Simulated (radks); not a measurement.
Results of a calculation; reference values are marked as such.
Removal energies from the lanthanum ion La8+, [Kr] 4d10 5s2 5p1, by Delta-SCF beside the eigenvalue of the level emptied. Level of theory: scalar-relativistic Kohn-Sham, PBE, spin-polarised, spherical densities, finite nucleus; Fermi nuclear charge, rms radius of each element as measured or else 0.836 A^(1/3) + 0.57 fm (a radial shooting solver on a logarithmic mesh with Libxc functionals). Open shells are filled with parallel spins first.

| removed from | final configuration | Delta-SCF (eV) | -eigenvalue (eV) |
|---|---|---|---|
| 5p | [Kr] 4d10 5s2 | 118.16 | 111.39 |
| 5s | [Kr] 4d10 5s1 5p1 | 137.33 | 129.97 |
| 4d | [Kr] 4d9 5s2 5p1 | 219.08 | 206.10 |
| 4p | [Ar] 3d10 4s2 4p5 4d10 5s2 5p1 | 316.68 | 302.93 |
